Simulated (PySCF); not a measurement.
**How methods differ on the excitation energy of Sb²⁺**

Sb²⁺ [Kr] 4d10 5s2 5p1 (2P) → Sb²⁺ [Kr] 4d10 5s1 5p1 6s1 (4P), as a difference of total energies. Calculation: PySCF 2.14, in x2c-TZVPPall with one added diffuse shell each of s, p, d, f type (9s7p5d3f, 76 functions); scalar relativity by spin-free X2C-1e. Correlated levels: valence and next inner shell: [Ar] 3d10 frozen. The calculations carry no spin-orbit coupling.

```csv
method,excitation energy (eV)
UHF,17.780
MP2 (valence and next inner shell),19.366
SCS-MP2 (valence and next inner shell),19.478
CCSD (valence and next inner shell),19.210
CCSD(T) (valence and next inner shell),19.254
```

How much does correlation contribute at CCSD(T) (valence and next inner shell)?

19.254 − (17.780) = 1.474 eV, measured against UHF.

The promoted electron is Rydberg-like, and one or two diffuse shells describe it only roughly, which tends to raise the upper state.

The coupled-cluster amplitudes are large for the upper state (T1 above 0.03 or a double amplitude above 0.15), so a single reference is strained.
